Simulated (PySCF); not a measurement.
Compound: C7H12.
Z-matrix (Å and degrees, PBE0-D3(BJ)/def2-SVP geometry), rows numbered from 1:
```
C 
C   1  1.5520
C   2  1.5365  1  103.13
C   3  1.5364  2  108.40  1   -71.16
C   4  1.5521  3  103.13  2    71.12
C   1  1.5365  2  103.14  3     0.05
C   3  1.5345  2  101.54  1    35.26
H   1  1.1010  2  112.97  3   121.03
H   1  1.1011  2  111.22  3  -118.68
H   2  1.1011  1  111.23  3   118.75
H   2  1.1010  1  112.96  3  -120.96
H   3  1.0997  2  113.86  1   161.02
H   4  1.1010  3  111.85  2   -50.55
H   4  1.1011  3  110.77  2  -169.77
H   5  1.1010  4  112.95  3  -120.94
H   5  1.1011  4  111.24  3   118.75
H   6  1.0997  1  113.85  2  -161.10
H   7  1.1019  3  113.34  2    61.87
H   7  1.1018  3  113.32  2  -173.55
```

Computed with PySCF at B3LYP/def2-SVPD, non-relativistic, on one gas-phase PBE0-D3(BJ)/def2-SVP geometry that isn't relaxed in the solvent. The solvent is an IEF-PCM continuum (van der Waals radii × 1.2), and excitations are vertical TDDFT with non-equilibrium linear response and a frozen core. Specific hydrogen bonds and non-electrostatic terms are outside this model.

```tsv
run	E − E(gas) (kJ/mol)	HOMO (eV)	HOMO–LUMO gap (eV)	dipole (D)	lowest singlet (eV)	static polarisability (au)
gas	0.00	-7.94	8.33	0.10	7.44	77.1
P	-1.60	-7.83	8.34	0.11	7.44	97.5
Q	-0.88	-7.87	8.33	0.10	7.43	87.5
```

**Question.** The runs were made in chloroform and cyclohexane. Which run belongs to which solvent?

**Answer.** P = chloroform, Q = cyclohexane. The dielectric constants are 2.017 (cyclohexane), 4.711 (chloroform), and the energy falls further as ε rises. The optical constants n² used for the excitations are 2.04, 2.09 in the same order. In this model the ground state sees the solvent through ε alone.

**Question.** How constant is the ratio of the lowering to (ε − 1)/(2ε + 1)?

**Answer.** 
| solvent | (ε − 1)/(2ε + 1) | E − E(gas) (kJ/mol) | ratio (kJ/mol) | polarisation term (kJ/mol) |
| --- | --- | --- | --- | --- |
| cyclohexane | 0.202 | -0.88 | -4.4 | -0.90 |
| chloroform | 0.356 | -1.60 | -4.5 | -1.65 |

The ratio changes by +2.9 % in size from cyclohexane to chloroform. The polarisation term is half the interaction of the solute with the induced surface charges.
